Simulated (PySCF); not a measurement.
Computed properties of 2,3,3-trifluoroprop-1-ene (C3H3F3), SMILES C=C(C(F)F)F

2,3,3-trifluoroprop-1-ene (C3H3F3), SMILES C=C(F)C(F)F. Geometry optimised at PBE0-D3(BJ)/def2-SVP. The values are those of a single conformer. All values are computed for the isolated molecule unless a solvent is named; none is compared with measurement here.

**Structure.** All 21 harmonic modes at PBE0-D3(BJ)/def2-SVP (PySCF) are real, so it is a minimum. With heavy atoms numbered as in [CH2:1]=[C:2]([F:3])[CH:4]([F:5])[F:6], the shortest bond between them is C1–C2 at 1.325 Å and the longest C2–C4 at 1.501 Å.

**Vibrations.** The strongest infrared lines (harmonic, unscaled, degenerate partners summed) lie at 1192 cm⁻¹ (165 km/mol, C 51 %, F 32 %, H 17 %), 1163 cm⁻¹ (149 km/mol, C 55 %, F 34 %, H 11 %), 1297 cm⁻¹ (87 km/mol, H 46 %, C 43 %, F 11 %). The softest mode is at 73 cm⁻¹ and the zero-point energy is 36.7 kcal/mol.

**Electronic structure.** HF/def2-TZVP (PySCF) places the frontier levels at -10.93 and 3.43 eV, a gap of 14.36 eV, and gives a dipole moment of 1.78 D and a mean polarisability of 36.0 bohr³. PBE/def2-TZVP (PySCF) at the same geometry gives -6.88 and -1.46 eV, so its gap is 8.94 eV narrower. An orbital gap is neither the optical nor the fundamental gap.

**Excitations.** TDA-M06-2X/def2-SVPD (PySCF) has S1 at 7.84 eV (158 nm, f = 0.175, bright); the most intense of the 10 singlets computed lies at 8.12 eV (f = 0.34). T1 (TDA) is at 4.73 eV, 3.11 eV under S1. TDA-PBE/def2-SVPD (PySCF) puts S1 at 6.92 eV. No vertical singlet excitation falls in the visible range (under 3.1 eV).

**NMR.** GIAO shifts at HF/pcSseg-1 (PySCF) (non-relativistic, atoms alike by connectivity averaged): ¹³C from 99.7 to 164.8 ppm against TMS; ¹H from 5.8 to 6.0 ppm against TMS; ¹⁹F from -118.3 to -110.1 ppm against CFCl3.

**Solvation.** SMD-M06-2X/6-31G* (PySCF) gives 0.7 kcal/mol in water, -1.3 kcal/mol in n-hexane, -2.3 kcal/mol in chlorobenzene (1 M in both phases, gas-phase geometry); of these solvents chlorobenzene holds the molecule best.
